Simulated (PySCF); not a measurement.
## How methods differ on the interval between two levels of Sn³⁺

Sn³⁺ [Kr] 4d10 5s1 [2S1/2, M_J = 1/2] → Sn³⁺ [Kr] 4d9 5s2 [2D5/2, M_J = 5/2], as a difference of total energies. Calculation: PySCF 2.14, in x2c-TZVPall-2c (8s9p5d2f, 74 functions); the two-component X2C-1e Hamiltonian. Correlated levels: [Ar] 3d10 frozen; the 6 highest virtual spinors dropped. "Screened" scales the spin-orbit matrix elements by Boettger's factors to mimic the two-electron term; Breit and QED terms are absent.

```tsv
method	interval between two levels (cm⁻¹)
GHF (spin-free)	176410
GMP2 (spin-free)	170640
GHF (screened spin-orbit)	172880
GMP2 (screened spin-orbit)	167040
```
